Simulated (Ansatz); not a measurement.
Tl2H. The state is a doublet with charge 0. Geometry PBE0-D4/def2-TZVP, that of the charge +1 singlet; atoms count from 1.

Cartesian coordinates in Å:
```
Tl -1.4430 -0.8522 -1.3217
Tl 1.4424 0.8528 1.3218
H 0.0006 -0.0007 -0.0001
```

In the def2 sets Tl takes a core potential; there is no spin–orbit coupling. The structure comes from a short search, and lower isomers may exist.

**Question.** Estimate the Mulliken populations from the PBE0/def2-TZVP orbitals of Ansatz.

**Answer.** 
```csv
atom,charge (e),spin (α − β)
Tl1,0.15,0.52
Tl2,0.15,0.52
H3,-0.29,-0.03
```
Mulliken values and Mayer orders depend strongly on the basis.

**Question.** Where does the spin sit?

**Answer.** Summed by element: Tl 1.03, H -0.03, of 1 unpaired in all. Largest on single atoms: Tl1 0.52, Tl2 0.52, H3 -0.03.
